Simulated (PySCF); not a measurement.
SMILES BCCO[SiH3] (GFN2-xTB optimised geometry):

```
14

B      1.356    -1.348     0.000
C     -0.219    -1.348     0.000
C     -0.856     0.045     0.000
O     -0.619     0.721     1.203
Si     0.790     1.118     1.879
H      1.945    -2.206     0.534
H      1.930    -0.580    -0.671
H     -0.547    -1.853    -0.914
H     -0.647    -1.911     0.833
H     -1.945    -0.025    -0.100
H     -0.466     0.637    -0.837
H      1.700    -0.042     1.889
H      1.459     2.206     1.157
H      0.321     1.515     3.197
```

Method: CAM-B3LYP/def2-TZVP (PySCF).

### Question
What are the frontier orbital energies and the dipole moment?

### Answer
HOMO-2 -10.66 eV, HOMO-1 -9.95 eV, HOMO -9.61 eV, LUMO -0.24 eV, LUMO+1 1.43 eV; dipole moment 0.76 D.

On the same geometry PySCF with PBE/def2-TZVP gives HOMO-2 -7.76 eV, HOMO-1 -7.09 eV, HOMO -6.73 eV, LUMO -2.36 eV, LUMO+1 -0.37 eV; dipole moment 0.67 D.

Meta-Löwdin charges at CAM-B3LYP/def2-TZVP: B1 0.00, C2 -0.32, C3 0.03, O4 -0.63, Si5 0.80, H6 0.01, H7 0.00, H8 0.14, H9 0.11, H10 0.11, H11 0.09, H12 -0.13, H13 -0.13, H14 -0.10.
